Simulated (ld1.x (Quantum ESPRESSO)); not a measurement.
**holmium (Ho), PAW: configuration errors across variants**

ld1.x (Quantum ESPRESSO) 7.5 input, shortened:

```
&input
   title='Ho', zed=67., rel=0, dft='PZ', iswitch=3,
   config='[Xe] 4f10 5d1 6s0.5 6p0'
 /
 &inputp
   pseudotype=3, lpaw=.true., tm=.true., lloc=-1, rcloc=1.65,
   nlcc=.true., new_core_ps=.true., rcore=1.30,
   which_augfun='BESSEL', rmatch_augfun=1.40
 /
6
5S  1  0   2.00   0.00  1.80  2.10  0.0
6S  2  0   0.50   0.00  1.80  2.10  0.0
5P  2  1   6.00   0.00  2.35  2.60  0.0
6P  3  1   0.00   0.00  2.35  2.60  0.0
5D  3  2   1.00   0.00  1.70  2.25  0.0
5D  3  2   0.00  -0.35  1.70  2.25  0.0
 &test
   configts(1)='5s2 5p6 5d1 6s0.5 6p0'
 /
```

All-electron excitation energies from the reference (eV): (1) 5s2 5p6 5d1 6s2 6p0 -11.830; (2) 5s2 5p6 5d1 6s1 6p0 -5.270; (3) 5s2 5p6 5d1 6s0 6p0 6.638; (4) 5s2 5p5 5d1 6s2 6p0 21.651; (5) 5s2 5p6 5d0 6s2 6p1 -9.375; (6) 5s2 5p6 5d0 6s0 6p0 27.396; (7) 5s2 5p6 5d1 6s1 6p1 -9.236.

On the changes marked as counting shells twice: ld1.x takes every shell without a wave as core, so the model core holds the marked electrons as well and exchange and correlation see them twice. This cancels in the reference configuration, but the file is broken for other ones, and its errors say nothing about a proper core correction.

The overlap operator is not positive definite (basis up to 400 Ry) in “base”, “local potential all-electron potential smoothed inside 2.10 bohr (lloc = -1)”, “waves 5d (bound): rcut 1.70, rcutus 2.98 bohr; 5d channel at -0.35 Ry: rcut 1.70, rcutus 2.98 bohr”, “waves 5s (bound): rcut 1.20, rcutus 1.28 bohr; 6s (bound): rcut 1.20, rcutus 1.28 bohr”, “all radii but the core radius scaled by about 1.12 (s 2.34, p 2.90, d 2.52 bohr, rcut 2.02/2.62/1.90); local potential all-electron potential smoothed inside 1.84 bohr (lloc = -1); augmentation BESSEL, radius 1.56 bohr”. Such files are unfit for use, however small their errors in these radial tests.

2 further variants failed, have other tests or another functional or relativity, and are left out.

A true bound ghost makes a file unfit for plane-wave use even where its test errors are small: the radial tests pick states by their node count and pass the ghost by.

Errors AE − PS in meV (a dash: test not solved or not reliable):

```csv
change,(1),(2),(3),(4),(5),(6),(7),bound ghosts
base,-0.3,-0.1,-0.5,+101,+12,-28,+2.5,not determined (overlap not positive)
local potential all-electron potential smoothed inside 2.10 bohr (lloc = -1),-1.9,-0.3,-0.5,–,–,–,–,not determined (overlap not positive)
"waves 5d (bound): rcut 1.70, rcutus 2.98 bohr; 5d channel at -0.35 Ry: rcut 1.70, rcutus 2.98 bohr",-0.8,-0.1,-0.4,+57,+31,-42,+0.9,"d (s, p not tested, overlap not positive)"
"waves 5s (bound): rcut 1.20, rcutus 1.28 bohr; 6s (bound): rcut 1.20, rcutus 1.28 bohr",–,–,–,–,–,–,–,not determined (overlap not positive)
"all radii but the core radius scaled by about 1.12 (s 2.34, p 2.90, d 2.52 bohr, rcut 2.02/2.62/1.90); local potential all-electron potential smoothed inside 1.84 bohr (lloc = -1); augmentation BESSEL, radius 1.56 bohr",–,–,–,–,–,–,–,not determined (overlap not positive)
type TM; waves now 5s (bound): rc 2.10 bohr; 5p (bound): rc 2.60 bohr; 5d (bound): rc 2.25 bohr; local potential the d channel (6s counted twice),-110,+8.7,-103,-32,-185,-307,-164,none
```

(1) Give the same row for: local potential all-electron potential smoothed inside 2.84 bohr (lloc = -1).

Results:

(1) -1.6, -0.4, -0.8, -36, +1.5, -49, +0.2; bound ghosts: none.
